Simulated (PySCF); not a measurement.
Excitations are Tamm–Dancoff values on a coarser integration grid. The basis has no diffuse functions, so Rydberg states are missing or too high.

Cartesian coordinates (Å):
```xyz
9

N      0.0943     1.6148     0.0545
Ga     0.1178    -0.2115    -0.0334
N     -1.4177    -1.1594    -0.3122
S      2.0372    -1.3259    -0.0286
H      0.8886     2.1220     0.4096
H     -0.7627     2.1132     0.2364
H     -2.3248    -0.7720    -0.1093
H     -1.4259    -2.1643    -0.2502
H      2.7932    -0.2169     0.0333
```
Charge 0, spin multiplicity 1.

**Question.** Estimate the T1 excitation (TDA), dipole moment, S1 excitation (TDA), LUMO, HOMO–LUMO gap, S1 oscillator strength, S1–T1 gap (TDA) and HOMO that PySCF with PBE-D3(BJ)/def2-TZVP // B3LYP-D3(BJ)/def2-TZVP returns for this input.

**Answer.** 
```
Property                  Result
----------------------  --------
T1 excitation (TDA)      4.41 eV
dipole moment             2.21 D
S1 excitation (TDA)      4.79 eV
LUMO                    -1.03 eV
HOMO–LUMO gap            4.60 eV
S1 oscillator strength     0.006
S1–T1 gap (TDA)          0.38 eV
HOMO                    -5.63 eV
```
